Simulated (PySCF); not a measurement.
**Fe (iron, neutral) across methods**

[Ar] 3d5 4s2 4p1, high-spin 7P determinant (an excited configuration). All numbers are calculated (PySCF 2.14, the spin-free X2C one-electron Hamiltonian (Gaussian nucleus), in x2c-QZVPPall with one added diffuse shell each of s, p, d, f, g type (12s8p6d5f3g, 128 functions)).

```
 method  E (hartree)  mean ε 4s α (eV)  mean ε 4s β (eV)  mean ε 4p α (eV)  Σ⟨r²⟩ (bohr²)    ⟨S²⟩
 revPBE    -1272.341            -7.919            -6.331            -3.014          46.91  12.009
   PBE0    -1272.228            -8.944            -7.140            -3.788          46.62  12.008
wB97M-V    -1272.347           -11.063            -9.333            -5.362          46.76  12.006
    PBE    -1272.194            -7.973            -6.402            -3.017          46.83  12.008
    LDA    -1269.888            -8.165            -6.616            -3.025          46.48  12.007
```

Question: Estimate the same row for r2SCAN.

Answer: E (hartree) = -1272.415; mean ε 4s α (eV) = -8.243; mean ε 4s β (eV) = -6.450; mean ε 4p α (eV) = -3.262; Σ⟨r²⟩ (bohr²) = 46.42; ⟨S²⟩ = 12.017.
